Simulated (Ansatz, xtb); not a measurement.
**ClFH2Si2: which of two structures lies lower**

Structure X: `F[SiH2][Si]Cl`, a singlet. Structure Y: a singlet given by its coordinates. Both are isolated molecules in the gas phase, relaxed with PBE0-D3(BJ)/pcseg-1; the shapes shown needn't be the lowest conformers.

X (Å):

```xyz
6

Cl   -2.3512   -1.4932    2.0957
F    -0.1911    1.4356   -0.9139
Si   -1.2985    0.4352   -0.2282
Si   -0.5478   -0.4095    1.8956
H    -1.5381   -0.6960   -1.1747
H    -2.5652    1.2085   -0.0549
```

Y (Å):

```xyz
6

Cl    0.4196    3.1516    0.1101
F    -1.7987    1.2869    0.5229
Si   -0.2570    1.4425    1.0091
Si    0.3901    0.8068    3.0531
H     1.8819    0.7664    2.8723
H    -0.0619   -0.6258    3.1035
```

Close contacts (Å): Cl1–Si3 2.05, F2–Si3 1.62, Si3–Si4 2.24, Si4–H5 1.50, Si4–H6 1.50.

Quicker runs give these differences E(Y) − E(X): GFN2-xTB +13.77 kcal/mol; HF/STO-3G +16.43 kcal/mol (at GFN2-xTB geometries); r2SCAN-D4/def2-SVP −5.71 kcal/mol (at GFN2-xTB geometries).

Task: Estimate which is lower in electronic energy at CCSD(T)/def2-TZVP, and by roughly how much.

Result: Too close to call at this level: CCSD(T)/def2-TZVP gives E(Y) − E(X) = +1.85 kcal/mol.

How the difference moves with the method:

```tsv
level	geometry	E(Y) − E(X) (kcal/mol)	departure from the last row (kcal/mol)	job, with rough time for the two
GFN2-xTB	GFN2-xTB	+13.77	+11.91	optimisation, 1.5 s
HF/STO-3G	GFN2-xTB	+16.43	+14.58	single point, 2.5 s
r2SCAN-D4/def2-SVP	GFN2-xTB	−5.71	−7.57	single point, 14 s
PBE0-D3(BJ)/pcseg-1	PBE0-D3(BJ)/pcseg-1	+1.96	+0.11	optimisation, 2.6 min
HF/def2-TZVP	PBE0-D3(BJ)/pcseg-1	+12.87	+11.02	part of the CCSD(T) run
MP2/def2-TZVP	PBE0-D3(BJ)/pcseg-1	+1.41	−0.44	part of the CCSD(T) run
CCSD(T)/def2-TZVP	PBE0-D3(BJ)/pcseg-1	+1.85		single point, 2.1 min
```

r2SCAN-D4/def2-SVP puts the two in the other order. The largest departure from CCSD(T)/def2-TZVP is that of HF/STO-3G, 14.58 kcal/mol.

With harmonic frequencies from PBE0-D3(BJ)/pcseg-1 (ideal gas, rigid rotor, one conformer each, 298.15 K, 1 atm): on the last row, ΔE + ΔZPE = +1.17, ΔH = +1.22, ΔG = +1.56 kcal/mol.

The correlated steps freeze 16 core orbitals. Mirror images aren't counted in ΔG. Codes used: Ansatz 0.2.0, xtb 6.7.1; the last row on 1 thread of Intel(R) Xeon(R) Processor @ 2.50GHz (Skylake/Cascade Lake) on a shared host.
